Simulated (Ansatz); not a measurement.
CH7AlBGaGe, SMILES `[GeH3][Ga]1[BH][CH2][AlH]1`, relaxed with RKS PBE0-D4/def2-TZVP in Ansatz 0.2.0 from a GFN2-xTB geometry. The force threshold is 0.005 eV/Å; the program also tests the step.

Charge 0, multiplicity 1.

Start:

```xyz
12

Ge   -1.783   -1.018    2.249
Ga   -0.375   -0.275    0.212
B    -0.270    1.207   -1.480
C     1.215    1.198   -1.740
Al    1.841   -0.707   -1.003
H    -2.176   -2.483    2.455
H    -0.921   -0.875    3.515
H    -3.054   -0.373    2.803
H    -1.090    1.647   -2.192
H     1.785    1.509   -0.830
H     1.661    1.692   -2.599
H     3.168   -1.521   -1.389
```

```csv
step,energy (eV),largest force (eV/Å),largest move (Å)
1,-117300.3255,1.079,0.000
2,-117300.7293,0.450,0.195
3,-117300.8635,0.491,0.197
4,-117300.9259,0.486,0.148
5,-117300.9541,0.382,0.153
6 (rejected),-117300.9493,0.853,0.072
7,-117300.9651,0.067,0.035
8,-117300.9661,0.037,0.036
9,-117300.9664,0.023,0.015
10,-117300.9666,0.016,0.009
11,-117300.9668,0.017,0.014
12,-117300.9668,0.007,0.008
13,-117300.9669,0.003,0.004
```

End:

```xyz
12

Ge   -1.680   -0.930    2.291
Ga   -0.468   -0.333    0.274
B    -0.240    0.939   -1.388
C     1.209    1.278   -1.494
Al    1.633   -0.667   -1.038
H    -2.062   -2.422    2.248
H    -0.788   -0.718    3.529
H    -2.974   -0.120    2.498
H    -0.989    1.092   -2.309
H     1.831    1.318   -0.556
H     1.662    1.896   -2.264
H     2.867   -1.332   -1.790
```

Run time 21 s (2 threads of an AMD EPYC 7R13 on a shared host and a share of an NVIDIA H100 80 GB); peak host memory 0.98 GiB.
